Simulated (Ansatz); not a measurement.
Cost and result for the atomization energy of C$_{3}$H$_{6}$AlIn (`[AlH2][C]1=C[CH]1[InH2]`) (11 atoms, 11 bonds).

Cartesian coordinates in Å:
```
Al 0.6093 -1.6964 1.6539
C 0.7380 -0.4649 0.1966
C 1.3775 0.4872 -0.4143
C 0.0947 0.1788 -1.0830
In -1.6562 1.4055 -0.8931
H 1.8035 -1.7807 2.6906
H -0.6866 -2.5966 1.7892
H 2.2555 1.1136 -0.4500
H 0.1648 -0.4119 -1.9989
H -1.8651 2.1697 0.6521
H -2.8355 1.5958 -2.1432
```

The species carries charge 0 and has multiplicity 1. Correlated methods include outer-core shells of In, which these sets cover unevenly. In: def2 effective core potential. The geometry is a stationary point of PBE0-D4/def2-TZVP. Program: Ansatz. All runs use 4 threads of an Arm Neoverse V2 on a shared host. Times are those of one run each, without the atoms' runs, and a repeat can differ threefold. Electronic energies, without spin–orbit coupling; frozen cores. CCSD(T)/CBS adds CCSD(T) − MP2 in def2-TZVPP to the MP2 limit, and its time is that of the two runs behind it. T1 = 0.013; the RHF reference is unstable towards UHF. With those shells the extrapolation isn't a true limit. B3LYP takes the VWN-RPA correlation (the form of Gaussian; ORCA's B3LYP/G).

CCSD(T)/CBS is a level of theory with its own doubt, some kJ/mol a heavy atom from the limit and from the frozen cores, so smaller differences don't rank the functionals.

```
                             level  functions  wall time
            LDA (SPW92)/def2-TZVPP        269      1.3 s
              revPBE-D4/def2-TZVPP        269        2 s
                BLYP-D4/def2-TZVPP        269      2.2 s
                PBE0-D4/def2-TZVPP        269      3.2 s
               BHLYP-D4/def2-TZVPP        269      3.3 s
r2SCAN-D4/def2-TZVPP (with forces)        269      5.5 s
 B3LYP-D4/def2-TZVPP (with forces)        269      5.5 s
             r2SCANh-D4/def2-TZVPP        269      5.5 s
               PBE-QIDH/def2-TZVPP        269      6.5 s
                  CCSD(T)/def2-SVP        116        7 s
                    MP2/def2-QZVPP        503       26 s
                CCSD(T)/def2-TZVPP        269    3.2 min
                 CCSD(T)/CBS(def2)          –    3.7 min
```

**Question.** What atomization energy does each give, and how far from CCSD(T)/CBS? (Estimate.)

**Answer.** Computed: 
| level | atomization (kJ/mol) | difference from CCSD(T)/CBS | per bond |
| --- | --- | --- | --- |
| LDA (SPW92)/def2-TZVPP | 4066.8 | 518.3 | 47.1 |
| revPBE-D4/def2-TZVPP | 3525.3 | -23.2 | -2.1 |
| BLYP-D4/def2-TZVPP | 3512.4 | -36.1 | -3.3 |
| PBE0-D4/def2-TZVPP | 3560.4 | 11.9 | 1.1 |
| BHLYP-D4/def2-TZVPP | 3437.7 | -110.8 | -10.1 |
| r2SCAN-D4/def2-TZVPP (with forces) | 3565.1 | 16.6 | 1.5 |
| B3LYP-D4/def2-TZVPP (with forces) | 3528.6 | -19.9 | -1.8 |
| r2SCANh-D4/def2-TZVPP | 3543.8 | -4.7 | -0.4 |
| PBE-QIDH/def2-TZVPP | 3538.3 | -10.2 | -0.9 |
| CCSD(T)/def2-SVP | 3379.5 | -169.0 | -15.4 |
| MP2/def2-QZVPP | 3562.8 | 14.3 | 1.3 |
| CCSD(T)/def2-TZVPP | 3460.7 | -87.8 | -8.0 |
| CCSD(T)/CBS(def2) | 3548.5 | 0.0 | 0.0 |

At CCSD(T), def2-SVP lies −169.0 kJ/mol from the extrapolated value and def2-TZVPP −87.8 kJ/mol: correlation converges slowly with the basis, and small sets miss more of it in the bonded molecule than in its fragments. In def2-TZVPP, CCSD(T) changes the Hartree–Fock value by +916.1 kJ/mol (the triples alone add +64.2 kJ/mol) and MP2 by +965.9 kJ/mol; breaking electron pairs costs correlation energy, which Hartree–Fock lacks. From BLYP to BHLYP (50 % exact exchange), in def2-TZVPP and without D4, the atomization energy moves by −55.7 kJ/mol: exact exchange takes away binding that semilocal exchange gives to molecules.

Spin–orbit coupling would lower the free In atoms strongly, and the atomization energy with them, by more than many differences here.
